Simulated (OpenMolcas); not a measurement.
An OpenMolcas run meant for Te²⁺ (ANO-RCC-VDZP, DKH4; inactive shells 1s 2s 2p 3s 3p 3d 4s 4p 4d; intended active space 4 electrons in 8 orbitals (5s 5p 6s 6p)). One step of its input:

```
&CASPT2
Multistate=3 1 2 3
Frozen=9 9
IPEA=3.0
Imaginary=0.1
MaxIter=60
WThr=0.0 0.3 0.05
PrWF=0.5
NoMix
```

The run finished. Its levels beside those of a sound run (SS-CASPT2, IPEA 0.25 Eh, imaginary shift 0.1 Eh (closed shells correlated: 4d)), in cm-1 above each run's lowest level:

| Level | This run | Usual run |
| --- | --- | --- |
| 5s2 5p2 3P0 | 0.0 | 0.0 |
| 5s2 5p2 3P1 | 4285 | 4228 |
| 5s2 5p2 3P2 | 7898 | 7881 |
| 5s2 5p2 1D2 | 17931 | 18113 |
| 5s2 5p2 1S0 | 31569 | 32530 |
| 5s 5p3 5S* 2 | 59252 | 60829 |
| 5s 5p3 3D* 2 | 88150 | 83313 |
| 5s 5p3 3D* 1 | 88405 | 83495 |
| 5s 5p3 3D* 3 | 89997 | 84955 |

**Question.** Which setting is unsound, and how much does it matter here?

**Answer.** The IPEA shift is far above its usual 0.25 hartree. Against the sound run the excited levels shown move by 2200 cm-1 on average and by 5000 cm-1 at most.

Term energies are means over components that CASPT2 splits; among the terms shown or strongly mixed into the levels shown the widest spread is 820 cm-1 (5s 5p3 3D*, this run). Over all roots computed the reference weight is 0.89 to 0.95 in the sound run; the roots of lowest weight are the least certain, and an intruder state may touch them. Some high roots are left out of the spin-orbit mixing, which shifts the levels that they would mix with. Active for correlation alone: 6p 6s; no level in the range computed is led by a configuration that fills them, so any true level of that kind is missing. Terms of s pⁿ other than that of highest spin mix with s² pⁿ⁻² d, which this space lacks; all of them can be thousands of cm-1 off, and some have no real level of that name. Levels of configurations outside the active space are missing.

* marks odd parity.
